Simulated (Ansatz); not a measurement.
Cost against result

Saddle point of GaAsH6O, singlet (GaH₃O ([OH][GaH2]) + AsH₃ → GaAsH₄ ([GaH2][AsH2]) + H₂O (still joined by a long Ga–O bond); bonds formed: O2–H5; dative contacts that become bonds: Ga1–As6; bonds broken: H5–As6; bonds weakened to dative contacts: Ga1–O2), PBE0-D4/def2-TZVP structure:

Ga1  (-0.315, 1.077, -0.734)
O2  (1.369, 0.141, -0.732)
H3  (-1.245, 0.611, -1.896)
H4  (-0.190, 2.438, 0.004)
H5  (0.577, -0.455, 0.227)
As6  (-0.883, -0.616, 1.242)
H7  (1.487, -0.463, -1.472)
H8  (0.046, -0.640, 2.432)
H9  (-0.846, -2.093, 0.929)
(Å)

Barriers are electronic and count from the start structure reached by relaxing down the imaginary mode.

Program: Ansatz 0.2.0. Basis: as named in each row. Cores are frozen in the correlated methods. Filled d shells of the heavier atoms are correlated. The def2 sets are not built for correlating such inner shells, so the correlated values are less sure here. B3LYP uses VWN-RPA correlation. Extrapolation: Hartree–Fock as exp(−7.88 √X), correlation as X^−2.97.

Times are rough, for one single point on 4 threads of a shared host (Arm Neoverse V1).

The estimate by CCSD(T) at an estimated basis limit (MP2 extrapolated from triple and quadruple zeta, plus CCSD(T) − MP2 in triple zeta) is 96.4 kJ/mol.

```csv
method,basis,time (s),barrier (kJ/mol),method less estimate
HF,STO-3G,under 1,182.2,85.8
SPW92,def2-SVP,under 1,44.5,-51.9
PBE-D4,STO-3G,under 1,88.7,-7.7
PBE-D4,def2-SVP,under 1,66.3,-30.1
B3LYP-D4,6-31G,1,96.3,-0.1
SPW92,def2-TZVPP,1,51.6,-44.8
PBE0-D4,def2-SVP,1,81.2,-15.1
PBE-D4,def2-TZVPP,2,72.2,-24.2
BLYP-D4,def2-TZVPP,2,86.6,-9.8
BHLYP-D4,def2-TZVPP,3,114.2,17.8
B3LYP-D4,def2-TZVPP,3,96.4,0.0
CAM-B3LYP-D4,def2-TZVPP,3,102.4,6.0
PBE0-D4,def2-TZVPP,3,86.0,-10.4
r2SCAN-D4,def2-TZVPP,4,81.2,-15.2
RPA on PBE,def2-TZVPP,4,100.8,4.4
r2SCAN0-D4,def2-TZVPP,5,90.9,-5.5
B2PLYP,def2-TZVPP,6,98.9,2.5
PBE-QIDH,def2-TZVPP,6,95.9,-0.5
wB97M-V,def2-SVP,6,90.7,-5.7
wB97X-V,def2-TZVPP,7,104.6,8.2
CCSD(T),def2-SVP,8,107.5,11.1
B97M-V,def2-TZVPP,8,101.5,5.1
wB97M-V,def2-TZVPP,8,98.4,2.0
MP2,def2-QZVPP,22,91.5,-4.9
CCSD(T),def2-TZVPP,130,101.4,5.0
```

All methods are single points on the PBE0-D4 structures.

No T1 diagnostic of these runs exceeds 0.013.

Labels in which every atom is bracketed show which atoms are joined, not bond orders.
